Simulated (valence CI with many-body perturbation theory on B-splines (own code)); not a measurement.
# Questions on Ru¹¹⁺

Calculated by valence CI with perturbative core correlation (CI+MBPT): five valence electrons over a frozen Dirac-Fock core [Ar] 3d10, radial functions for each j: 9 s, 9 p, 8 d, 6 f, 3 g, 1 h, with the one-electron correlation potential Σ1 (screened to all orders), the two-electron term Σ2, the three-electron term Σ3, Breit, model QED; selected single and double excitations, second order for the rest, scaled by the run's own slope (own B-spline code, finite nucleus).

No measured levels were compared; by estimate levels hold to about 250 cm⁻¹ or 0.2 % of their energy and the worst to 1 %, as in measured heavy ions of charge 2 to 7; those with d or f electrons hold less well. Among the levels kept, up to 630 cm⁻¹ of a level comes from second order outside the variational space, and about a tenth of that is noise between levels of different J, which matters for small intervals.

Names give the largest LS component (configuration and term), which can be under half, so a name can repeat, a term be missing and a line seem to break the LS rules; names also repeat where a configuration has a term twice.

Rates and lifetimes use the calculated energies. Strong lines usually hold to 10 to 20 %, long lifetimes can be off by a factor of two.

(1) What is the ground level?

(2) Where does the other parity begin?

(3) Among levels below 81.728 eV, which E1 lines absorb most strongly from the ground level?

(4) Name the longest-lived excited levels whose lifetime is computed, and their main decay.

(5) What is the ionisation energy?

(6) How well does LS coupling describe the low levels?

(7) What are the static dipole polarisabilities of the lowest levels?

Results:

(1) 4s2.4p3 4S°_3/2, composition 74 % 4s2.4p3 4S° + 17 % 4s2.4p3 2P° + 6 % 4s2.4p3 2D°, g = 1.804.

(2) At 4s.4p4 4P_5/2, 32.681 eV.

(3) to 4s2.4p2.4d 4P_5/2 at 20.48 nm, f = 1.20; to 4s2.4p2.4d 4P_3/2 at 20.30 nm, f = 0.707; to 4s2.4p2.4d 4P_1/2 at 19.91 nm, f = 0.239.

(4) 4s2.4p3 2D°_5/2 at 5.466 eV lives 13.3 ms, mostly by M1 to 4s2.4p3 4S°_3/2; 4s2.4p3 2D°_3/2 at 4.011 eV lives 2.28 ms, mostly by M1 to 4s2.4p3 4S°_3/2; 4s2.4p3 2P°_1/2 at 8.214 eV lives 975 μs, mostly by M1 to 4s2.4p3 4S°_3/2. The lifetime of 4s2.4p2.4d 4F_9/2 is too uncertain to give, and may be longer.

(5) 245.8 eV; NIST lists 245 ± 2.5 eV (theoretical).

(6) Among the lowest 20 levels the leading LS term, summed over configurations, holds 80 % on average. For single configurations the figures are 73 % in LS and 68 % in jj coupling. Terms mix most in the J = 7/2 level at 54.681 eV, where the leading one holds 51 %.

(7) 4s2.4p3 4S°_3/2 0.817 (tensor 0.012); 4s2.4p3 2D°_3/2 0.822 (tensor 0.043); 4s2.4p3 2D°_5/2 0.826; 4s2.4p3 2P°_1/2 0.821 bohr³, of which the core gives 0.0419.
